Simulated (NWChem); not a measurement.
# InH₃O; SMILES [OH][InH2]

```xyz
5

In    -0.0316     0.3039     0.0000
H     -1.6115     0.9736     0.0000
H      1.5393     1.0187     0.0000
O     -0.0909    -1.7007     0.0000
H      0.7831    -2.1062     0.0000
```
Atoms are numbered in this order, from 1.

Level: PBE0/def2-SVP with def2 effective core potentials on In (NWChem), optimised geometry, unscaled harmonic frequencies. def2 effective core potentials on In; no spin-orbit coupling.

```json
[
 {"frequency (cm⁻¹)": "391", "IR intensity (km/mol)": "57.6"},
 {"frequency (cm⁻¹)": "407", "IR intensity (km/mol)": "118.5"},
 {"frequency (cm⁻¹)": "539", "IR intensity (km/mol)": "89.2"},
 {"frequency (cm⁻¹)": "562", "IR intensity (km/mol)": "189.2"},
 {"frequency (cm⁻¹)": "614", "IR intensity (km/mol)": "4.6"},
 {"frequency (cm⁻¹)": "784", "IR intensity (km/mol)": "97.2"},
 {"frequency (cm⁻¹)": "1808", "IR intensity (km/mol)": "150.3"},
 {"frequency (cm⁻¹)": "1845", "IR intensity (km/mol)": "158.6"},
 {"frequency (cm⁻¹)": "3900", "IR intensity (km/mol)": "45.7"}
]
```

| Property | Result |
|---|---|
| zero-point energy | 15.5 kcal/mol |
| thermal correction to the enthalpy at 298.15 K (with zero-point energy) | 18.6 kcal/mol |
| heat capacity Cv | 12.9 cal/(mol K) |
| entropy at 298.15 K and 1 atm (symmetry number 1) | 65.9 cal/(mol K) |

Rigid rotor and harmonic oscillator.
